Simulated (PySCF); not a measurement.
## Germanium: a sound run and one with changed settings

Sound run: Ge [Ar] 3d10 4s2 4p2, Ge⁺ [Ar] 3d10 4s2 4p1. Computed with PySCF 2.14 in cc-pVTZ-PP with ECP10MDF (5s4p3d1f, 39 functions), with scalar relativity through the core potential. The sound run starts from symmetry-adapted Hartree-Fock orbitals and uses a fine grid where one is needed.

Changed run: radial step 1.2 in ln r (0.13 in the sound run). This setting is unsound on purpose.

```csv
species,method,sound run (hartree),changed run (hartree),converged
Ge,UHF,-293.35281,-293.35281,yes
Ge,BP86,-294.66668,-290.51310,yes
Ge,MN15,-294.90630,-295.34720,yes
Ge⁺,UHF,-293.08057,-293.08057,yes
Ge⁺,BP86,-294.37461,-289.99036,yes
Ge⁺,MN15,-294.62080,-294.99905,yes
```

Ionisation energy of Ge:

```tsv
method	sound run (eV)	changed run (eV)
UHF	7.408	7.408
BP86	7.948	14.224
MN15	7.769	9.474
```

A coarse radial grid mis-integrates the density and the exchange-correlation energy, with errors of either sign; Hartree-Fock needs no grid.

For comparison, NIST gives 7.899 eV between the lowest levels.
